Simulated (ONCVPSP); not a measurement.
# Before and after: ONCV potential for gold

ONCVPSP 4.0.1 input, shortened (lines: element, Z, core and valence counts, functional; n l f; lmax; l rc ep ncon nbas qcut; lloc lpopt rc5 dvloc0; l nproj debl; icmod fcfact rcfact), PBE, scalar-relativistic:

```
  Au 79.00   11    3        4      upf
    1    0    2.00
    2    0    2.00
    2    1    6.00
    3    0    2.00
    3    1    6.00
    3    2   10.00
    4    0    2.00
    4    1    6.00
    4    2   10.00
    4    3   14.00
    5    0    2.00
    5    1    6.00
    5    2    9.00
    6    0    2.00
    2
    0    2.45    0.00    4    7    2.10
    1    1.20    0.00    4    8    7.00
    2    1.55    0.00    4    8    6.90
    4    5    1.15    2.00
    0    2    0.90
    1    2    2.40
    2    2    2.30
    4    0.70    0.00
```

All-electron outer shells of the reference configuration (PBE, scalar-relativistic, ld1.x):

| shell | level (eV) | outermost node (bohr) | outermost maximum (bohr) |
| --- | --- | --- | --- |
| 4f | -84.16 | – | 0.37 |
| 5p | -62.53 | 0.52 | 0.96 |
| 5d | -8.95 | 0.56 | 1.20 |
| 6s | -6.66 | 1.11 | 2.27 |

Change: core correction Teter function, fcfact 3, rcfact 1.25.

Cutoffs: the cutoffs (Ha) at which the residual kinetic energy of the hardest occupied pseudo-wave falls to 1 and 0.1 mHa per electron; they do not see the model core or the augmentation charge, which bear on the density cutoff. Errors are all-electron minus pseudo energies relative to the spin-unpolarised reference configuration.

Q: What does the change do?

A: The potential gets neither clearly harder nor softer (116 Ha and 145 Ha → 116 Ha and 145 Ha); both files keep a bound ghost (s); of the 4 tests that both files solve, the error grows in 0 and shrinks in 2 by more than 15 % and 0.3 meV (median size 31.4 → 27.8 meV). A model core, the more so a compact one, raises the density cutoff, which this test does not measure.

```csv
quantity,base,changed
"cutoff, loose",116 Ha,116 Ha
"cutoff, tight",145 Ha,145 Ha
bound ghosts,s,s
GHOST(+) flags under 300 eV,none,none
"error for 5p6 5d10 6s1, meV [ΔE -1.69 eV]",-8.5,-6.8
"error for 5p6 5d10 6s0, meV [ΔE 7.72 eV]",-29,-25
"error for 5p6 5d9 6s0, meV [ΔE 28.92 eV]",-34,-31
"error for 5p6 5d7 6s0, meV [ΔE 110.51 eV]",-78,-56
s: phases at 2.48 bohr within 0.05 rad from the reference energy up to (Ha; the scan ends near 5),2.4,2.4
p: phases at 1.22 bohr within 0.05 rad from the reference energy up to (Ha; the scan ends near 5),to the end of the scan,to the end of the scan
d: phases at 1.58 bohr within 0.05 rad from the reference energy up to (Ha; the scan ends near 5),to the end of the scan,to the end of the scan
"rms error of d²Exc/dni dnj with the model core, mHa",0.35,1.62
```

 A true bound ghost makes a file unfit for plane-wave use even where its test errors are small: the radial tests pick states by their node count and pass the ghost by.
